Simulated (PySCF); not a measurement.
# How methods differ on the excitation energy of Cu+

Cu+ [Ar] 3d10 (1S) → Cu+ [Ar] 3d9 4p1 (high-spin determinant), as a difference of total energies. Computed with PySCF 2.14 in x2c-TZVPPall (6s5p4d2f1g, 64 functions), with scalar relativity by spin-free X2C-1e. Correlated levels: valence: [Ar] frozen; valence and next inner shell: [Ne] frozen. The calculations carry no spin-orbit coupling.

```csv
method,excitation energy (eV)
UHF,5.997
LDA,8.839
PBE,8.335
PBE0,7.937
r2SCAN,7.870
wB97X,8.502
M06,8.544
BHandHLYP,7.548
M06-L,8.014
MP2 (valence),9.035
SCS-MP2 (valence),8.718
MP2 (valence and next inner shell),9.645
SCS-MP2 (valence and next inner shell),9.193
```

How much does correlation contribute at MP2 (valence and next inner shell)?

9.645 − (5.997) = 3.648 eV, measured against UHF.

A first-order spin-orbit estimate (lowest level to lowest level, LS coupling) adds -0.074 eV.

The basis was made for the ground configuration and has no added diffuse functions, so the excitation energy can come out too high.

The determinant of the upper state mixes LS terms, which raises its energy above the lowest term, most at the Hartree-Fock and MP2 levels.
